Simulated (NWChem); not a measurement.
Molecule: SiNH$_{5}$O; SMILES [SiH2](N)O

```xyz
8

Si    -0.4691     0.0315    -0.0007
N      0.4117    -1.4395     0.0041
O      0.5420     1.3622     0.0068
H     -1.3349     0.0833     1.2183
H     -1.3103     0.0178    -1.2351
H      0.8229    -1.7781    -0.8581
H      0.9871    -1.6894     0.8006
H      0.1444     2.2079     0.2334
```
Atoms are numbered in this order, from 1.

Program: NWChem. The geometry was optimised at PBE0/def2-SVP. GIAO values for the isolated, static molecule; σ is the absolute isotropic shielding, δ = σ(reference) − σ with the isolated reference molecule computed at the same levels (1H: tetramethylsilane, 17O: water, 29Si: tetramethylsilane).

For level KT2/pcSseg-1:

```
Property     Result
-----------  ------
δ Si1 (ppm)   -31.1
δ O3 (ppm)     55.6
```

**Question.** How do the values read with level PBE/pcSseg-1 instead?

**Answer.** The δ Si1 (ppm) is -34.0 and the δ O3 (ppm) is 58.9.
